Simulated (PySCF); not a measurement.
## PbI: frontier orbitals

PBE0 at R = 2.807 Å; PySCF, scalar-relativistic core potentials, basis sets Pb cc-pVTZ-PP with ECP60, I cc-pVTZ-PP with ECP28. State: ⁴Σ⁻ (quartet), unpaired electrons σ ↑, π ↑↑, a second solution, started from another occupation. Only the outer orbitals are listed, counted within each symmetry, core potentials removing the inner ones.

| spin | orbital | occ. | ε (eV) | on Pb (%) | main shells (%) |
| --- | --- | --- | --- | --- | --- |
| α | 7σ | 1 | -20.53 | 7 | 93 I s |
| α | 8σ | 1 | -14.34 | 83 | 82 Pb s, 14 I p |
| α | 9σ | 1 | -9.73 | 29 | 70 I p, 15 Pb p, 13 Pb s |
| α | 5π | 1 | -8.87 | 5 | 95 I p |
| α | 5π | 1 | -8.87 | 5 | 95 I p |
| α | 6π | 1 | -4.76 | 94 | 94 Pb p |
| α | 6π | 1 | -4.76 | 94 | 94 Pb p |
| α | 10σ | 0 | -1.72 | 89 | 90 Pb p, 10 I p |
| α | 11σ | 0 | 2.03 | 86 | 78 Pb s, 9 I s |
| α | 7π | 0 | 3.69 | 67 | 63 Pb d, 33 I d |
| β | 7σ | 1 | -19.60 | 5 | 95 I s |
| β | 8σ | 1 | -12.44 | 84 | 83 Pb s, 12 I p |
| β | 5π | 1 | -8.45 | 2 | 98 I p |
| β | 5π | 1 | -8.45 | 2 | 98 I p |
| β | 9σ | 0 | -6.48 | 31 | 69 I p, 16 Pb p, 14 Pb s |
| β | 6π | 0 | -1.58 | 96 | 96 Pb p |
| β | 6π | 0 | -1.58 | 96 | 96 Pb p |

Which are the highest filled and the lowest empty level, where do they sit, and how wide is the gap?

Highest filled α 6π at -4.76 eV (in %: 94 Pb p); lowest empty β 9σ at -6.48 eV (in %: 69 I p, 16 Pb p, 14 Pb s); the gap at PBE0 is -1.72 eV.

```
bond order (Mayer)                              : 0.67
⟨S²⟩                                            : 3.757
charge on Pb (Mulliken, basis-dependent)        : -0.06
charge on Pb (Löwdin, basis-dependent)          : -0.20
dipole moment (positive dipole means Pb(−)I(+)) : 0.69 D
```

These are scalar-relativistic numbers at best; spin–orbit coupling would shift them, the dissociation energy most. Counting both spins, an empty level lies below a filled one in this solution, because spin and occupation are held.
